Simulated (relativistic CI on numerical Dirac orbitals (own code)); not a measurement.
**Forbidden transitions in Dy¹⁰⁺**

Method of calculation: Dirac-Coulomb-Breit CI, orbitals from a KLI potential per configuration, model QED (radiative potential, 1s self-energy scaled to tabulated hydrogen-like ionisation energies), unscaled Slater integrals (own radial code, finite nucleus).

Configuration list (outside the closed core [Kr] 4d10): 4f⁸5s², 4f⁸5s5p, 4f¹⁰, 4f⁹5s, 4f⁷5s²6s, 4f⁹6s. The list is cut by size and lacks configurations that can hold low levels.

```tsv
λ vac (nm)	Lower	Upper	Type	A (s⁻¹)	log gf
204.83	4f⁸5s² ⁷F6 [1]	4f⁸5s² ⁵F5 [29]	M1	3.81e+01	-6.58
212.81	4f⁸5s² ⁷F5 [2]	4f⁸5s² ⁵F4 [30]	M1	7.76e+00	-7.32
215.82	4f⁸5s² ⁷F5 [2]	4f⁸5s² ⁵F5 [29]	M1	3.22e+00	-7.61
219.68	4f⁸5s² ⁷F3 [4]	4f⁸5s² ⁵F3 [32]	M1	1.20e+01	-7.22
220.39	4f⁸5s² ⁷F4 [3]	4f⁸5s² ⁵F4 [30]	M1	6.32e+00	-7.38
224.00	4f⁸5s² ⁷F2 [5]	4f⁸5s² ⁵F3 [32]	M1	5.84e+00	-7.51
225.78	4f⁸5s² ⁷F6 [1]	4f⁸5s² ⁵H6 [24]	M1	5.99e+00	-7.23
232.98	4f⁸5s² ⁷F5 [2]	4f⁸5s² ⁵H5 [25]	M1	6.00e+00	-7.27
238.12	4f⁸5s² ⁷F4 [3]	4f⁸5s² ⁵H4 [26]	M1	3.44e+00	-7.58
260.91	4f⁸5s² ⁷F6 [1]	4f⁸5s² ⁵L6 [18]	M1	1.70e+00	-7.65
266.17	4f⁸5s² ⁷F6 [1]	4f⁸5s² ⁵G5 [15]	M1	3.92e+00	-7.34
276.95	4f⁸5s² ⁷F6 [1]	4f⁸5s² ⁵G6 [11]	M1	4.54e+01	-6.17
279.85	4f⁸5s² ⁷F5 [2]	4f⁸5s² ⁵G4 [17]	M1	4.16e+00	-7.36
285.03	4f⁸5s² ⁷F5 [2]	4f⁸5s² ⁵G5 [15]	M1	2.87e+01	-6.42
286.70	4f⁸5s² ⁷F4 [3]	4f⁸5s² ⁵G3 [19]	M1	4.39e+00	-7.42
290.09	4f⁸5s² ⁷F1 [6]	4f⁸5s² ⁵D0 [22]	M1	5.48e+01	-7.16
293.00	4f⁸5s² ⁷F2 [5]	4f⁸5s² ⁵D1 [21]	M1	3.87e+01	-6.83
293.09	4f⁸5s² ⁷F4 [3]	4f⁸5s² ⁵G4 [17]	M1	1.85e+01	-6.67
297.22	4f⁸5s² ⁷F3 [4]	4f⁸5s² ⁵G3 [19]	M1	1.07e+01	-7.01
297.42	4f⁸5s² ⁷F5 [2]	4f⁸5s² ⁵G6 [11]	M1	4.50e+00	-7.11
298.78	4f⁸5s² ⁷F4 [3]	4f⁸5s² ⁵G5 [15]	M1	5.63e+00	-7.08
300.57	4f⁸5s² ⁷F0 [7]	4f⁸5s² ⁵D1 [21]	M1	1.37e+01	-7.25
304.09	4f⁸5s² ⁷F3 [4]	4f⁸5s² ⁵G4 [17]	M1	5.31e+00	-7.18
310.95	4f⁸5s² ⁷F3 [4]	4f⁸5s² ⁵D2 [14]	M1	3.49e+01	-6.60
325.67	4f⁸5s² ⁷F1 [6]	4f⁸5s² ⁵D2 [14]	M1	1.19e+01	-7.02
328.34	4f⁸5s² ⁷F4 [3]	4f⁸5s² ⁵D3 [10]	M1	3.04e+01	-6.46
352.79	4f⁸5s² ⁷F2 [5]	4f⁸5s² ⁵D3 [10]	M1	7.46e+00	-7.01
399.43	4f⁸5s² ⁷F5 [2]	4f⁸5s² ⁵D4 [8]	M1	2.57e+01	-6.26
469.52	4f⁸5s² ⁵D4 [8]	4f⁸5s² ⁵F5 [29]	M1	4.41e+00	-6.80
1421.3	4f⁸5s² ⁵D4 [8]	4f⁸5s² ⁵D3 [10]	M1	1.26e+01	-5.57
```

Terms are leading LS components. Brackets give the number of a level in order of energy, since labels repeat. The list gives strong lines, with weight on those to low levels, among the lowest 400 of 5238 levels, so that lines to higher ones, which can be the strongest, are missing. Levels whose partners in the same complex of configurations lie outside the list can be far off, and so can their lines. Rates are taken at the computed energies, electric ones in the length gauge.

At this charge energies of transitions that change n are usually good to better than 1 %, and those within a shell (Δn = 0) to a few per cent. Terms inside the open d or f shell come out 10 to 20 % too wide with unscaled integrals. Levels and lines within the n = 5 or 6 shells can be off by up to 10 % or somewhat more, and those that change n by about 2 %, since core polarisation is missing.
